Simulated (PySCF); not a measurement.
## Where the electron goes

Compound: C6H9F3O2.
Atom-mapped SMILES: `[CH3:1][O:2][C:3](=[O:4])[C@H:5]([CH3:6])[CH2:7][C:8]([F:9])([F:10])[F:11]` (hydrogens: H12, H13, H14 on C1; H15 on C5; H16, H17, H18 on C6; H19, H20 on C7)

Structure used (PBE0-D3(BJ)/def2-SVP), in Å, numbered top down from 1:
```
atom  x, y, z in Å
C1     2.7618    1.1198   -0.7199
O2     1.6894    0.6799    0.0978
C3     0.7802   -0.0876   -0.5024
O4     0.8426   -0.4227   -1.6564
C5    -0.3126   -0.5289    0.4515
C6    -0.1279   -2.0170    0.7434
C7    -1.6838   -0.2639   -0.1639
C8    -2.0642    1.1920   -0.1991
F9    -3.2687    1.3621   -0.7497
F10   -2.1092    1.7154    1.0332
F11   -1.1936    1.9260   -0.9051
H12    3.3304    0.2643   -1.1128
H13    3.4004    1.7411   -0.0820
H14    2.3844    1.7060   -1.5704
H15   -0.2081    0.0441    1.3847
H16   -0.2053   -2.6019   -0.1852
H17    0.8584   -2.2114    1.1894
H18   -0.8957   -2.3720    1.4467
H19   -2.4660   -0.7779    0.4140
H20   -1.7111   -0.6495   -1.1941
```

Level of theory: TDDFT B3LYP/def2-SVPD, vertical, gas phase, core orbitals frozen in the response in PySCF.

Kohn–Sham orbitals with the atoms that hold most of them (Löwdin shares over 4%, at most four atoms; ? is withheld):

```csv
orbital,ε (eV),atoms
LUMO+2,0.72,"C1 19%, H13 10%, H19 9%, H18 8%"
LUMO+1,0.21,"C6 13%, C1 12%, O2 7%, C3 7%"
LUMO,-0.30,?
HOMO,?,?
HOMO-1,-8.82,"O2 43%, O4 29%, C1 10%, C3 7%"
HOMO-2,-9.98,"O2 22%, C5 13%, C6 12%, C1 9%"
HOMO-3,-10.03,"C7 16%, C6 15%, C5 14%, H17 9%"
```

(1) Give the leading atoms of the HOMO.

(2) Give the leading atoms of the LUMO.

(3) What is the HOMO energy, and the HOMO–LUMO gap?

Results:

(1) O4 (bonded to C) 64%; C5 (bonded to 3 C and H) 10%; O2 (bonded to 2 C) 9%; C3 (bonded to C and 2 O) 9%. By element: oxygen 74%, carbon 19% or more.

(2) C3 (bonded to C and 2 O) 36%; O4 (bonded to C) 28%; O2 (bonded to 2 C) 14%; C6 (bonded to C and 3 H) 5%. By element: oxygen 42%, carbon 41% or more.

(3) ε(HOMO) = -8.03 eV; the gap is 7.72 eV (0.2838 hartree).

Problem. The HOMO–LUMO gap is 7.72 eV. Where does the response calculation put the lowest singlet, and from which orbitals?

Solution. S1 is at 5.89 eV (f = 0.0018), 1.83 eV below the gap, made of HOMO→LUMO (98%). 

Problem. One configuration dominates each of S1, S2 and S5. Which, and how do the shares of the two leading atoms of either orbital change from the occupied to the empty one?

Solution. 
- S1 (5.89 eV, f 0.0018), HOMO→LUMO (98%): O4 64% → 28%, C5 10% → at most 6%, C3 9% → 36%; low, almost dark, from the terminal oxygen into the C=O bond, the pattern of n→π*
- S2 (7.39 eV, f 0.0053), HOMO→LUMO+1 (96%): O4 64% → at most 7%, C5 10% → at most 7%, C6 at most 8% → 13%, C1 at most 8% → 12%
- S5 (8.14 eV, f 0.019), HOMO-1→LUMO+1 (87%): O2 43% → 7%, O4 29% → at most 7%, C6 at most 8% → 13%, C1 10% → 12%

One conformer stands for the species.
